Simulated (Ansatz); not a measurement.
Mulliken charges of ClH2InN, SMILES `[NH2][In][Cl]` radical from PBE/def2-TZVPP in Ansatz (PBE0-D4/def2-TZVP geometry).

| atom | x (Å) | y (Å) | z (Å) | charge (e) |
| --- | --- | --- | --- | --- |
| N1 | -0.143 | 0.809 | -0.494 | -0.419 |
| In2 | -0.412 | -1.218 | -0.153 | 0.507 |
| Cl3 | 1.391 | -2.212 | 1.019 | -0.375 |
| H4 | -1.000 | 1.284 | -0.757 | 0.142 |
| H5 | 0.212 | 1.263 | 0.344 | 0.144 |

**Question.** By hand: the dipole of these point charges (1 e Å = 4.8032 D).

**Answer.** Σ q r = (-0.782, 0.237, -0.311) e Å, of length 0.874 e Å = 4.20 D.

**Question.** How does the dipole of the full density compare? (An estimate is asked.)

**Answer.** Ansatz gave: (-0.572, 0.334, -0.146) e Å, 3.26 D; the point charges give 1.29 times that, at 15° from its direction.

Point charges leave out the atoms' own dipoles, such as those of lone pairs, and Mulliken's split depends on the basis, so the two needn't agree.
